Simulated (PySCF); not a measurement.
# Mayer bond orders and bond lengths

BFH5PSi.
SMILES with atom numbers: `[F:1][BH:2][PH:3][SiH3:4]` (hydrogens: H5 on B2; H6 on P3; H7, H8, H9 on Si4)

Geometry (PBE0-D3(BJ)/def2-SVP, Å), atoms numbered from 1 in this order:
```
atom  x, y, z in Å
F1     2.1043    0.9444    0.6151
B2     1.8062   -0.2342    0.0869
P3     0.3761   -0.3727   -1.1633
Si4   -1.2616    0.6419    0.0126
H5     2.5184   -1.1732    0.3616
H6     0.0378   -1.7339   -0.9242
H7    -1.3943    0.1304    1.4104
H8    -2.5520    0.4293   -0.7057
H9    -0.9295    2.0947    0.0451
```

Bond orders from the PBE0/pcSseg-1 density (PySCF). Geometry: PBE0-D3(BJ)/def2-SVP, one conformer, isolated molecule.

(1) How far do the computed orders between heavy atoms stray from the drawn ones?

(2) Set the Mayer orders of the bonds between heavy atoms beside their lengths.

(3) And the bonds to hydrogen?

(4) Sum the orders of all bonds at each heavy atom with more than one neighbour and set the sums beside the valence in the SMILES.

Answers

(1) The largest departure is 0.112, at F1–B2 (drawn single, 1.112).

(2) 
| bond | drawn as | length (Å) | Mayer order |
| --- | --- | --- | --- |
| F1–B2 | single | 1.325 | 1.112 |
| B2–P3 | single | 1.905 | 1.065 |
| P3–Si4 | single | 2.257 | 0.931 |

(3) B–H: 0.94 (1 bond); H–P: 0.92 (1 bond); H–Si: 0.92 to 0.94 (3 bonds).

(4) B2 3.117 (drawn 3), P3 2.913 (drawn 3), Si4 3.723 (drawn 4). Orders between atoms that aren't bonded are not in these sums.

For a closed shell the Mayer order of atoms A and B is Σ (PS)μν (PS)νμ over the basis functions μ on A and ν on B, with P the density and S the overlap matrix.
